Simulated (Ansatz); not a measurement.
C3H7FSi, SMILES `C/C([SiH3])=C\F`. The species carries charge 0 and has multiplicity 1.

Z-matrix (Å, degrees):
```
C
C 1 1.499
H 1 1.094 2 110.7
H 1 1.090 2 111.9 3 -120.9
H 1 1.094 2 110.7 3 118.2
Si 2 1.860 1 120.3 3 -58.9
C 2 1.326 1 122.7 3 121.1
H 6 1.488 2 110.3 1 59.3
H 6 1.488 2 110.3 1 -59.5
H 6 1.486 2 109.6 1 179.9
F 7 1.341 2 122.8 1 0.0
H 7 1.084 2 125.8 1 180.0
```

Q: Give the diagnostics of a CCSD(T)/def2-TZVPP run (frozen core, Ansatz). (An estimate is asked.)

A: Computed: T1 = 0.0120, largest single amplitude 0.024, largest double 0.088, (T) share of the correlation energy 3.7 %, 9 CCSD cycles. The RHF solution is stable towards an unrestricted one. T1 lies under the customary mark of 0.02 for closed shells.
